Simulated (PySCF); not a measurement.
Species: C6H6O2S (charge +1 and doublet state).
Structure used (GFN2-xTB), in Å, numbered top down from 1:
```
atom  x, y, z in Å
C1     2.7649   -0.2055   -0.1448
S2     1.7372    1.1819    0.3588
C3     0.1128    0.6028    0.2045
C4    -0.2830   -0.7014   -0.2246
C5    -1.5980   -1.0095   -0.3002
C6    -2.6441   -0.0570    0.0384
O7    -3.8201   -0.2099    0.0049
O8    -2.1586    1.2169    0.4619
C9    -0.9047    1.4978    0.5313
H10    3.7944    0.1362   -0.0632
H11    2.5567   -0.4779   -1.1769
H12    2.6119   -1.0521    0.5207
H13    0.4589   -1.4394   -0.4872
H14   -1.9401   -1.9836   -0.6171
H15   -0.6924    2.5085    0.8715
```

The hyperfine couplings belong to this conformer and change with its torsions.

The species is `C[S+]C1=COC(=O)C=C1` [radical] (charge +1).

Computed, not measured: PySCF, UKS B3LYP, pcH-1 on C H O S, non-relativistic, mean-field spin-orbit, GIAO. One conformer (not necessarily the lowest) at the GFN2-xTB geometry, without solvent, vibrations or thermal averaging. The geometry wasn't refined by DFT: couplings that depend on bond lengths, twists or pyramidal angles can differ widely from those at the functional's own minimum, by a factor of two or more for some ions and for spin on atoms past the first row.

What are Nα, Nβ and the exact ⟨S²⟩?

Nα = 37, Nβ = 36 (73 in all), and S(S+1) = 0.75 for S = 1/2.

Mulliken spin populations, one withheld:

```
atom           bound to  population
  C1  S2, H10, H11, H12     -0.0189
  S2             C1, C3     +0.4206
  C3         S2, C4, C9     +0.1028
  C4        C3, C5, H13     -0.0935
  C5        C4, C6, H14     +0.1591
  C6         C5, O7, O8     -0.0521
  O7                 C6     +0.1602
  O8             C6, C9     +0.0660
  C9        O8, C3, H15           ?
 H10                 C1     -0.0003
 H11                 C1     +0.0155
 H12                 C1     +0.0156
 H13                 C4     +0.0025
 H14                 C5     -0.0068
 H15                 C9     -0.0119
```

Fill in the missing population.

The populations add up to Nα − Nβ = 1, and the others sum to 0.7588, so C9 holds +0.241.

How is the spin shared among the elements?

Sulfur +0.42, carbon +0.34, oxygen +0.23, hydrogen +0.01. The positive populations sum to 1.18, the negative ones to -0.18.

The run gives ⟨S²⟩ = 0.7610. What does that say of the overlap of α and β orbitals, and of the weight of higher spin?

For a single determinant ⟨S²⟩ = S(S+1) + Nβ − Σ|⟨iα|jβ⟩|², so the squared overlaps of occupied orbitals sum to 36 − 0.0110 = 35.9890. If the quartet state (S + 1) were the only admixture, its weight would be 0.0110/(2S + 2) = 0.37 %. For Kohn–Sham this describes the determinant of the orbitals, not the true wave function.

What Fermi-contact NMR shifts do the couplings of C1, C3, C4, C5, C6, C9, H10/H11/H12 imply at 350 K (Curie law, g = gₑ)?

δ = a_FC·h·gₑ μB S(S+1)/(3 g_N μN kT), with k/h = 20836.6 MHz/K:

| nuclei | isotope | a_FC (MHz) | g_N | contact shift (ppm) |
| --- | --- | --- | --- | --- |
| C1 | 13C | -7.45 | 1.4048 | -668 |
| C3 | 13C | 0.56 | 1.4048 | +50 |
| C4 | 13C | -13.76 | 1.4048 | -1235 |
| C5 | 13C | 13.63 | 1.4048 | +1223 |
| C6 | 13C | -17.51 | 1.4048 | -1571 |
| C9 | 13C | 15.45 | 1.4048 | +1386 |
| H10/H11/H12 | 1H | 26.32 | 5.5857 | +594 |

The shifts go as 1/T: at 400 K they are 0.875 times these. Entries for several nuclei are means.

Class means assume fast exchange of nuclei equivalent by connectivity; if that motion is slow, each nucleus keeps its own coupling. The three 1H nuclei of mean +26.3 MHz run from -0.8 to 40.2 MHz in the frozen geometry.

The SMILES `C[S+]c1ccc(=O)oc1` draws the unpaired electron on S2, whose computed spin population is only +0.42.
